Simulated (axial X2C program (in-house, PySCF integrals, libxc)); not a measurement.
**Low determinants of CsS⁻ at the PBE0 level, 2c**

All values were computed with an in-house relativistic program for diatomic molecules. Two-component (2c) means X2C with spin–orbit coupling and atomic mean-field two-electron Coulomb and Gaunt terms. Basis: Cs dyall-av3z [16s16p10d2f], S dyall-av3z [9s8p3d2f] (cores contracted in-house); Gaussian nuclei, density fitting, unrestricted open shells. Masses: Cs 132.905 u, S 31.972 u.

Search at 2.847 Å (vertical energies from the lowest determinant):

```tsv
ΔE (eV)	state	electrons beyond evenly filled partner blocks	electrons in ±ω = 1/2, 3/2, 5/2, 7/2
0.00	Ω = 0	none	48 20 4 0
0.32	Ω = 1	2 × ω = 1/2	48 20 4 0
0.46	Ω = 2	ω = 1/2, ω = 3/2	49 19 4 0
0.47	Ω = 1	ω = -1/2, ω = 3/2	49 19 4 0
0.74	Ω = 2	ω = 1/2, ω = 3/2	47 21 4 0
0.75	Ω = 1	ω = -1/2, ω = 3/2	47 21 4 0
0.82	Ω = 3	2 × ω = 3/2	48 20 4 0
```

Lowest determinant, Ω = 0 (closed shell): Re = 2.838 Å, ωe = 235.3 cm⁻¹.

The determinant in row 2 of the search, Ω = 1 (⟨Sz⟩ = 1.00, ⟨Lz⟩ = 0.00 at PBE0), was followed along the bond at PBE0; measured from the minimum of the lowest determinant it gives:

Te = 0.281 eV (2269 cm⁻¹), Re = 3.008 Å, ωe = 154.8 cm⁻¹.

Compare the bond of the determinant in row 2 with that of the lowest one.

At PBE0 its Re is 0.170 Å longer and its force constant, which goes as ωe², is 0.43 times that of the lowest determinant. T0 ≈ Te + Δωe/2 = 2269 + (-40) = 2229 cm⁻¹.

The search compares states at one distance, so a state with another bond length can lie lower; it is not exhaustive and yields mostly the lowest determinant of each block pattern, so other components and higher states of one pattern are missing. These are energies of single determinants, not of spin-adapted states; PBE0 term energies can be off by some tenths of an eV, and the functional has no current term. Open-shell Ω = 0 determinants with evenly filled partner blocks cannot be reached by this program, so the Ω shown need not be the lowest component. The lowest determinant need not be the ground state where others lie within half an eV. For an anion, determinants above electron detachment are held by the basis set. The highest occupied level of some functionals is positive through self-interaction error; at Hartree–Fock it is bound. Row 1 has a positive highest level at its minimum. Row 2 has a positive highest level at its minimum.
